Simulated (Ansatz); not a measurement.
Molecule: ZrH₄ (charge +1, doublet). The spin state was set by rule; other spins were not relaxed. 
Coordinates optimised at B3LYP-D3(BJ)/def2-TZVP (Ansatz, a first-principles code):
```xyz
5

Zr    -0.0957     0.0335    -0.0326
H      0.9503    -1.6386     0.8405
H      0.4017     1.2442     1.2089
H      1.5290    -1.1209     0.7525
H      0.9484     0.1733    -1.4971
```
Charge +1, spin multiplicity 2.

Total electronic energies in hartree. Correlated levels leave the core frozen unless marked. UHF or UKS for open shells. No spin-orbit coupling. Frozen are the shells of the preceding noble gas and the d and f shells that filled before the atom's block. In def2 rows, elements after Kr have scalar-relativistic effective core potentials. STO-3G rows are all-electron and non-relativistic. Basis-set limits of correlation are two-point, X^-3; Hartree-Fock from the larger set. The bracket is a focal-point correction in the basis named.

```tsv
level	program	energy (Eh)
B3LYP/def2-TZVPD	Ansatz	[?]
CAM-B3LYP/def2-TZVPD	Ansatz	-49.00844
MP2/def2-SVPD	Ansatz	-48.58865
RI-MP2/def2-TZVPP	Ansatz	-48.62306
SCS-MP2/def2-SVPD	Ansatz	-48.59970
CCSD/STO-3G	Ansatz	-3505.28438
CCSD/def2-TZVPPD	Ansatz	-48.64957
CCSDT/def2-SVP	Ansatz	-48.61248
RI-MP2/CBS(def2-TZVPPD,def2-QZVPPD)+[CCSD(T)-MP2]/def2-TZVPPD	Ansatz	-48.6657
```

Fill in the missing entries.


- B3LYP/def2-TZVPD, energy (Eh): -49.08256
